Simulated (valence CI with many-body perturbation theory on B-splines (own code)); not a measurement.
# Questions on Re⁷⁰⁺

Level of theory: relativistic CI+MBPT: three valence electrons over a frozen Dirac-Fock core [He], a basis of 11 s, 11 p, 10 d, 8 f, 5 g, 2 h functions for each j, with the one-electron correlation potential Σ1 (screened to all orders), the two-electron term Σ2, the three-electron term Σ3, Breit, model QED; selected single and double excitations, second order for the rest, scaled by the run's own slope (own B-spline code, finite nucleus).

No measured spectrum was set against this ion. As an estimate, large intervals hold to a few tenths of a per cent, small ones and those within an open d or f shell to about a per cent.

Levels are named by their leading jj configuration (3d3/2^4 stands for four electrons in 3d with j = 3/2), which in mixed levels can hold well under half, so a name can repeat and another be missing.

Rates and lifetimes use the calculated energies. Strong lines usually hold to 10 to 20 %, long lifetimes can be off by a factor of two.

(1) What is the ground level?

(2) How well does LS coupling describe the low levels?

(3) Among levels below 15912 eV, which E1 lines absorb most strongly from the ground level?

(4) Where does the other parity begin?

(5) Name the longest-lived excited levels whose lifetime is computed, and their main decay.

Results:

(1) (2s^2 2p1/2) J=1/2, composition 100 % 2s2 2p 2P°, g = 0.614.

(2) Among the lowest 20 levels the leading LS term, summed over configurations, holds 76 % on average. For single configurations the figures are 75 % in LS and 99 % in jj coupling. Terms mix most in the J = 1/2 level at 278 eV, where the leading one holds 49 %.

(3) to (2s^2 3d3/2) J=3/2 at 0.1071 nm, f = 0.553; to (2s 2p1/2 3p1/2) J=3/2 at 0.1101 nm, f = 0.197; to (2s 2p1/2 2p3/2) J=3/2 at 0.6635 nm, f = 0.176.

(4) At (2s 2p1/2^2) J=1/2, 278 eV.

(5) (2s 2p1/2 2p3/2) J=5/2 at 1792 eV lives 110 ps, mostly by E1 to (2s^2 2p3/2) J=3/2; (2s 2p1/2^2) J=1/2 at 278 eV lives 38.3 ps, mostly by E1 to (2s^2 2p1/2) J=1/2.
